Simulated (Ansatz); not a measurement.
Geometry optimisation, RKS r2SCAN/def2-SVP (Ansatz 0.2.0).

Input file:

```yaml
crystal:
  periodic: [false, false, false]
  atoms:
    - { symbol: Ge, position_ang: [-0.052749, 0.0, -0.844238] }
    - { symbol: F, position_ang: [1.429885, 0.0, 1.608969] }
    - { symbol: H, position_ang: [2.0553, 0.0, 0.92457] }
    - { symbol: H, position_ang: [-1.058218, 1.136811, -0.379101] }
    - { symbol: H, position_ang: [-1.058218, -1.136811, -0.379101] }
basis:
  gaussian: { orbitals: def2-SVP }
hamiltonian:
  xc: r2scan
relax:
  f_tol: 0.03
  max_steps: 50
output:
  orbitals: {}
```

Launched with:

```bash
$ ansatz run input.yaml --threads 1 --pin off --max-ram 2048MiB --backend cpu --events-out ev --progress --plain --runs-dir out
```

Where does it end, and by what steps?

The forces met the threshold. After 6 steps the energy has fallen by 0.183 eV; F2 moved furthest, 0.48 Å.

```csv
step,energy less start (eV),largest force component (eV/Å),accepted
0,0.0000,0.342,yes
1,-0.0818,1.188,yes
2,-0.1545,0.633,yes
3,-0.1756,0.193,yes
4,-0.1807,0.051,yes
5,-0.1828,0.092,yes
6,-0.1832,0.010,yes
```

```xyz
5
Properties=species:S:1:pos:R:3
Ge 0.038 0.000 -0.798
F 1.112 0.000 1.246
H 2.001 0.000 0.965
H -0.917 1.139 -0.241
H -0.917 -1.139 -0.241
```

Run time: 20 s on 1 thread of Intel(R) Xeon(R) Platinum 8175M CPU @ 2.50GHz (Skylake/Cascade Lake), with other jobs on the host, peak memory 0.14 GiB.
